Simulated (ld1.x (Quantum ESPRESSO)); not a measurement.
Varying the TM potential for Rb (Z = 37)

Base potential:

| Quantity | Value |
| --- | --- |
| Element | rubidium |
| Generator | ld1.x (Quantum ESPRESSO) 7.5 |
| Type | norm-conserving Troullier–Martins (Kleinman–Bylander form) |
| Functional | LDA (PZ) |
| Relativity | scalar-relativistic |
| Frozen core | [Kr] |
| Valence charge | 1 |
| Reference configuration | 5s1 5p0 |
| Partial waves | 5p (bound, empty): rc 3.40 bohr; 4d channel at 0.4 Ry: rc 4.60 bohr; 5s (bound): rc 4.20 bohr |
| Local potential | the s channel |
| Core correction | none |

All-electron outer shells of the reference configuration (LDA (PZ), scalar-relativistic, ld1.x):

| shell | level (eV) | outermost node (bohr) | outermost maximum (bohr) |
| --- | --- | --- | --- |
| 4p | -16.03 | 0.64 | 1.42 |
| 5s | -2.37 | 1.79 | 4.22 |
| 5p | -0.79 | 2.20 | 6.14 |

Cutoffs, loose and tight: the cutoffs (Ry, on a coarse ladder) from which the occupation-weighted sum of valence levels, in a spherical-Bessel basis at the reference potential, stays within 10 and 1 mRy of its value at 400 Ry. They do not see the model core or the augmentation charge, which bear on the density cutoff. Test errors are all-electron minus pseudo excitation energies from the reference, over the configurations 5s0.5 5p0; 5s0 5p1 (two spin-polarised tests are not counted in the largest error). A dash means not determined; rows that change the core or the reference have their own tests.

For the base: The cutoffs count occupied waves only; the empty 5p level needs 10 Ry at the loose tolerance.

A true bound ghost makes a file unfit for plane-wave use even where its test errors are small: the radial tests pick states by their node count and pass the ghost by. Where a test does run into it, the solver fails or the error is huge.

On the changes marked as counting shells twice: ld1.x takes every shell without a wave as core, so the model core holds the marked electrons as well and exchange and correlation see them twice. This cancels in the reference configuration, but the file is broken for other ones, and its errors say nothing about a proper core correction.

| change | outcome | cutoff, loose | cutoff, tight | bound ghosts | largest test error (meV) |
| --- | --- | --- | --- | --- | --- |
| base | generated | 6 Ry | 6 Ry | p | +78 |
| local potential all-electron potential smoothed inside 4.15 bohr (lloc = -1) | generated | 6 Ry | 6 Ry | p | +78 |
| all radii scaled by about 0.77 (s 3.22, p 2.60, d 3.52 bohr) | generated | 6 Ry | 6 Ry | p | +113 |
| functional PBE | generated | 6 Ry | 6 Ry | p | +104 |
| wave 4d channel at 0.4 Ry: rc 4.60 bohr becomes 4d channel at 0.4 Ry: rc 3.90 bohr | generated | 6 Ry | 6 Ry | p | +78 |
| wave 4d channel at 0.4 Ry: rc 4.60 bohr becomes 4d channel at 1.69 Ry: rc 4.60 bohr | generated | 6 Ry | 6 Ry | p | +78 |
| core [Ar] 3d10 4s2, valence charge 7; reference 4p6 5s0.75 5p0.25; waves now 5s (bound): rc 3.75 bohr; 4p (bound): rc 2.15 bohr; 4d channel at 0.4 Ry: rc 2.85 bohr; local potential all-electron potential smoothed inside 1.90 bohr (lloc = -1); core correction Bessel-smoothed model core inside 1.70 bohr (5p counted twice) | generated | 15 Ry | 30 Ry | s | -98 over the solved tests; 1 of 7 tests not solved or not reliable |
| wave 5p (bound): rc 3.40 bohr becomes 5p (bound): rc 2.74 bohr | generated | 6 Ry | 6 Ry | p | +110 |
| wave 5p (bound): rc 3.40 bohr becomes 5p (bound): rc 3.30 bohr | generated | 6 Ry | 6 Ry | p | +81 |

(1) What comes out with this change to the base: type PAW; waves now 5s (bound): rcut 3.65, rcutus 4.20 bohr; 5s channel at 4.65 Ry: rcut 3.65, rcutus 4.20 bohr; 5p (bound): rcut 2.95, rcutus 3.40 bohr; 5p channel at 4.4 Ry: rcut 2.95, rcutus 3.40 bohr; 4d channel at 0.4 Ry: rcut 4.00, rcutus 4.60 bohr; 4d channel at 1.65 Ry: rcut 4.00, rcutus 4.60 bohr; local potential all-electron potential smoothed inside 4.60 bohr (lloc = -1); core correction a·sin(br)/r model core, default radius (ld1.x builds one for every PAW set, though the input has nlcc=.false.); augmentation PSQ, inside the norm-conserving radii?

(2) What comes out with this change to the base: wave 5s (bound): rc 4.20 bohr becomes 5s (bound): rc 2.88 bohr?

Answers

(1) outcome: failed: new_paw_hamiltonian: negative rho. Cause: the spherical valence density built from the smooth waves and the augmentation charge turned negative at some radius.

(2) outcome: generated; cutoff, loose: 6 Ry; cutoff, tight: 8 Ry; bound ghosts: p; largest test error (meV): +71.
